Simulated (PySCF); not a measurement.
# Electronic absorption of C5H4ClFSe

Species: C₅H₄ClFSe.
SMILES: `CC1=C(F)C(Cl)=C[Se]1`

The calculation used PySCF 2.14.0, density-fitted response routines, TDDFT CAM-B3LYP/def2-SVPD, vertical, gas phase, core orbitals frozen in the response. Isolated species at its PBE0-D3(BJ)/def2-SVP geometry, gas phase. Relativistic effects, spin–orbit coupling among them, are left out although an element past zinc is present.

```
state  E (eV)  ν̃ (cm⁻¹)       f  |μ| (D)  main configurations (H = HOMO, L = LUMO)
   S1    5.09      41090  0.0007     0.19                H→L+1 (49%), H-1→L+1 (34%)
   S2    5.24      42250   0.147     2.72                    H→L (68%), H-1→L (25%)
   S3    5.33      42970   0.093     2.14                    H-1→L (65%), H→L (24%)
   S4    5.36      43230  0.0069     0.58                H-1→L+1 (50%), H→L+1 (33%)
   S5    6.03      48670  0.0000     0.03                  H→L+2 (60%), H→L+3 (15%)
   S6    6.25      50430  0.0015     0.25              H-1→L+2 (60%), H-1→L+3 (20%)
```

The lowest singlet comes at 243 nm (492 kJ/mol) in the ultraviolet; it is very weak; its leading configuration is HOMO→LUMO+1 (49%). The strongest level in the table is S2 at 5.24 eV (237 nm, f = 0.147). Löwdin shares by element: HOMO carbon 37% or more, selenium 23%, chlorine 17% (atoms not listed hold the other 23%); LUMO carbon 55% or more, selenium 20% (atoms not listed hold the other 25%). Orbital energies (eV): HOMO-3 -10.85, HOMO-2 -10.52, HOMO-1 -8.25, HOMO -8.13, LUMO 0.00, LUMO+1 0.39, LUMO+2 0.88. The oscillator strengths of these states sum to 0.249; summed over the whole spectrum of an exact calculation they would give the number of electrons, 94 (Thomas–Reiche–Kuhn). The listed states span 1.16 eV, and the widest gap between neighbours is 0.67 eV (S4 to S5). Singlets were solved by full linear response.

Rough CPU time on one thread of a shared machine: about 1.9 min.
